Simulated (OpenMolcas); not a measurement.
## Co5+, Rh5+, Ir5+: d4 down the group

```
Program             : OpenMolcas
Method              : MS-CASPT2, IPEA 0.25 Eh, imaginary shift 0.1 Eh
Basis               : ANO-RCC-VTZP
Scalar Hamiltonian  : DKH2, point nucleus
Spin-orbit coupling : RASSI with atomic mean-field integrals over the reference wave functions, term energies averaged over their components
```

Active space for each ion: 4 electrons in 10 orbitals (d d); closed shells correlated by CASPT2: Co5+ 3s 3p; Rh5+ 4s 4p; Ir5+ 5s 5p.

Computed levels in cm-1 above 5D0:

```
                               Level   Co5+   Rh5+   Ir5+
                                 5D1    222    682   6040
                                 5D2    646   1776  10950
                                 5D3   1246   3100  14550
                                 5D4   1996   4570  16600
                                 3H4  29710  20110  25110
                              3P1(1)  29900  21610  30720
                                 3H5  30220  21760  31260
                                 3H6  30770  23060  34070
                              3F2(1)  32120  23270  29830
weight of 5D in the lowest level (%)    100     96     59
```

Mixed levels, with the weight of the term that names them: Ir5+ 5D0 (59 %), Ir5+ 5D4 (59 %), Ir5+ 3H4 (54 %), Ir5+ 3P1(1) (73 %), Ir5+ 3H6 (71 %), Ir5+ 3F2(1) (62 %).

Measured, with the error of the calculation in %. Measured levels: Co5+ from Sugar and Corliss, J. Phys. Chem. Ref. Data 10, 1097 (1981).

```
 Level          Co5+
   5D1    204 (+8.6)
   5D2    589 (+9.7)
   5D3  1125 (+10.8)
   5D4  1782 (+12.0)
   3H4  28377 (+4.7)
3P1(1)  28462 (+5.0)
   3H5  28806 (+4.9)
   3H6  29234 (+5.3)
3F2(1)  30555 (+5.1)
```

The fine-structure level 5D4 changes by a factor of 8.32 from Co5+ to Ir5+.

Without spin-orbit coupling 3H lies 29150, 19250, 17410 cm-1 above 5D in that order; the difference to the level 3H4, of either sign, comes from spin-orbit coupling, which also lowers the zero.

Term energies are means over components that CASPT2 splits; among the terms shown or strongly mixed into the levels shown the widest spread is 880 cm-1 (5d4 1I, Ir5+). Active for correlation alone: 4d; no level in the range computed is led by a configuration that fills it, so any true level of that kind is missing (holds for Co5+). Active for correlation alone: 5d; no level in the range computed is led by a configuration that fills it, so any true level of that kind is missing (holds for Rh5+). Active for correlation alone: 6d; no level in the range computed is led by a configuration that fills it, so any true level of that kind is missing (holds for Ir5+). The CASPT2 spread within a term exceeds the gap to the next term for 5d4 3D and 5d4 1I, so the order of their levels is uncertain (holds for Ir5+). Measured partners are found by configuration, term and J. A level has none where our copy of the source lacks it or the pairing is in doubt (some pairs that miss far off the trend of their configuration count as doubtful), and it then counts in no deviation. Levels of configurations outside the active space are missing.

A number in round brackets counts repeated terms of one configuration in the order of the reference energies.
